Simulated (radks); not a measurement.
Results of a calculation; reference values are marked as such.
All-electron atom: the iodine ion I47+ in [He] 2s2 2p2.

Level of theory: scalar-relativistic Kohn-Sham, PBE, spin-unpolarised, spherical densities, point nucleus (a radial shooting solver on a logarithmic mesh with Libxc functionals).

Energy parts (eV):
total: -114242.985
kinetic: 122422.245
electron-nucleus: -241446.690
Hartree: 6392.652
exchange-correlation: -1611.191

Orbitals (lengths in bohr, moments of r in powers of bohr):
orbital  occ.  eigenvalue (eV)      <r>      <r^2>
1s          2        -37186.08  0.02714  0.0009972
2s          2        -8690.501   0.1120    0.01472
2p          2        -8274.909  0.09686    0.01135

The highest occupied level is 2p at -8274.9 eV. Summed over all electrons, <r^2> = 0.05414 bohr^2, which gives a Langevin (diamagnetic) susceptibility term of -0.0429 x 10^-6 cm^3/mol. The density falls to 0.001 e/bohr^3 at r = 0.41 bohr.
